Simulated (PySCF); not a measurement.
**Correlation energy of In⁺ (indium, charge +1)**

[Kr] 4d10 5s2, closed-shell 1S. Calculation: PySCF 2.14, in def2-TZVP with the def2 core potential (28 electrons) (6s5p3d2f, 50 functions); scalar relativity through the core potential. Frozen: 4s2 4p6 4d10; 2 electrons correlated.

Total MP2 correlation energy: -23.40 mhartree.

Same-spin part 0.00 and opposite-spin part -23.40 mhartree; SCS-MP2 scales them by 1/3 and 6/5 to -28.08 mhartree.

With two correlated electrons CCSD is exact within the correlated space (frozen core and kept virtual orbitals).

| level | correlation energy (mhartree) |
| --- | --- |
| CCSD | -32.84 |

Diagnostics: T1 = 0.0060, D1 = 0.0085, largest double amplitude 0.096.

Cost of the coupled-cluster step: 0.17 s of wall time on 1 thread of Neoverse-V2 (shared host), for 2 correlated electrons.

Iterations:

```
CC2 = 0
CCSD nocc = 1, nmo = 41
frozen orbitals [0, 1, 2, 3, 4, 5, 6, 7, 8]
max_cycle = 100
direct = 0
conv_tol = 1e-08
conv_tol_normt = 1e-06
diis_space = 8
diis_start_cycle = 0
Init t2, MP2 energy = -189.041647781937  E_corr(MP2) -0.023397636609455
Init E_corr(CCSD) = -0.0233976366109708
cycle = 1  E_corr(CCSD) = -0.0290646117998688  dE = -0.00566697519  norm(t1,t2) = 0.0420662
cycle = 2  E_corr(CCSD) = -0.0311998106719931  dE = -0.00213519887  norm(t1,t2) = 0.0184678
cycle = 3  E_corr(CCSD) = -0.0328580823084116  dE = -0.00165827164  norm(t1,t2) = 0.00837189
cycle = 4  E_corr(CCSD) = -0.0328349285122731  dE = 2.31537961e-05  norm(t1,t2) = 0.000313311
cycle = 5  E_corr(CCSD) = -0.0328382159424661  dE = -3.28743019e-06  norm(t1,t2) = 3.17242e-05
cycle = 6  E_corr(CCSD) = -0.0328362419477251  dE = 1.97399474e-06  norm(t1,t2) = 7.80242e-06
cycle = 7  E_corr(CCSD) = -0.0328366780819673  dE = -4.36134242e-07  norm(t1,t2) = 2.02089e-06
cycle = 8  E_corr(CCSD) = -0.0328366319651189  dE = 4.61168483e-08  norm(t1,t2) = 2.38374e-07
cycle = 9  E_corr(CCSD) = -0.0328366307719556  dE = 1.19316333e-09  norm(t1,t2) = 1.38345e-08
CCSD converged
E(CCSD) = -189.0510867760997  E_corr = -0.03283663077195562
```
